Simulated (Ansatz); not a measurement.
Relaxation of Cl₄F₂HTa (8 atoms, charge 0, multiplicity 1), to a largest force component of 0.03 eV/Å in at most 50 steps.

These are results of Ansatz, RKS LDA/def2-SVP, not measurements.

```xyz
8
Properties=species:S:1:pos:R:3
Ta -0.131 -0.118 -0.051
F 1.770 -0.068 0.059
Cl -0.146 -0.439 2.238
Cl 0.152 -0.089 -2.346
Cl -1.476 1.701 -0.028
F -1.121 -1.664 -0.232
Cl 1.632 2.725 1.445
H 2.371 1.649 1.139
```

Question: Where does it end, and by what steps?

Answer: It converged. After 11 steps the energy has fallen by 0.304 eV; Cl7 moved furthest, 0.84 Å. Joined: Ta1–Cl7 (3.67 → 2.76 Å).

```json
{"step": "0", "energy less start (eV)": "0.0000", "largest force component (eV/Å)": "0.867", "accepted": "yes"}
{"step": "1", "energy less start (eV)": "-0.0446", "largest force component (eV/Å)": "0.401", "accepted": "yes"}
{"step": "2", "energy less start (eV)": "-0.0611", "largest force component (eV/Å)": "0.422", "accepted": "yes"}
{"step": "3", "energy less start (eV)": "-0.1187", "largest force component (eV/Å)": "0.412", "accepted": "yes"}
{"step": "4", "energy less start (eV)": "-0.1817", "largest force component (eV/Å)": "0.520", "accepted": "yes"}
{"step": "5", "energy less start (eV)": "-0.2221", "largest force component (eV/Å)": "0.551", "accepted": "yes"}
{"step": "6", "energy less start (eV)": "-0.2611", "largest force component (eV/Å)": "0.464", "accepted": "yes"}
{"step": "7", "energy less start (eV)": "-0.2902", "largest force component (eV/Å)": "0.245", "accepted": "yes"}
{"step": "8", "energy less start (eV)": "-0.2930", "largest force component (eV/Å)": "0.455", "accepted": "yes"}
{"step": "9", "energy less start (eV)": "-0.2994", "largest force component (eV/Å)": "0.321", "accepted": "yes"}
{"step": "10", "energy less start (eV)": "-0.3042", "largest force component (eV/Å)": "0.053", "accepted": "yes"}
{"step": "11", "energy less start (eV)": "-0.3044", "largest force component (eV/Å)": "0.024", "accepted": "yes"}
```

```xyz
8
Properties=species:S:1:pos:R:3
Ta -0.054 0.017 0.122
F 1.770 -0.441 0.339
Cl -0.263 -0.306 2.410
Cl 0.480 0.553 -2.070
Cl -1.746 1.577 0.134
F -0.915 -1.550 -0.317
Cl 1.349 2.296 0.784
H 2.431 1.551 0.821
```

Whether the end is a true minimum wasn't checked by a vibrational analysis.

The run took 19 s on 4 threads of Arm Neoverse V2, with other jobs on the host, peak memory 0.22 GiB.
